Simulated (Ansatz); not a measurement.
`C[O][SnH][NH2]` radical, relaxed with UKS PBE0-D4/def2-TZVP in Ansatz 0.2.0 from a GFN2-xTB geometry. The force threshold is 0.005 eV/Å; the program also tests the step.

The species carries charge 0 and has multiplicity 2. Sn takes the def2 core potential.

Start:

```xyz
10

C    -0.750   -1.498   -1.063
O    -0.142   -0.792   -0.041
Sn    1.341    0.700    0.010
N     0.533    1.602    1.735
H    -0.235   -2.445   -1.256
H    -1.773   -1.727   -0.742
H    -0.814   -0.926   -1.993
H     0.825    2.043   -1.306
H    -0.121    1.008    2.233
H     1.134    2.036    2.424
```

Task: How much energy does the relaxation release, and in how many steps? (Estimate.)

Result: Ansatz gave: 41.48 kJ/mol, in 14 steps, 1 of them rejected.

Task: Which bonds change most? (Estimate.)

Result: Ansatz gave: Sn3–H8 from 1.950 to 1.752 Å; O2–Sn3 from 2.105 to 1.977 Å; Sn3–N4 from 2.107 to 2.037 Å; C1–O2 from 1.383 to 1.401 Å.

Task: Give the relaxed structure. (An estimate is asked.)

Result: Ansatz gave: 
```xyz
10

C    -0.734   -1.406   -1.076
O    -0.324   -0.758    0.096
Sn    1.113    0.598    0.102
N     0.487    1.626    1.745
H    -0.058   -2.225   -1.354
H    -1.725   -1.838   -0.907
H    -0.812   -0.725   -1.937
H     0.823    1.581   -1.319
H     0.022    1.013    2.407
H     1.208    2.134    2.243
```
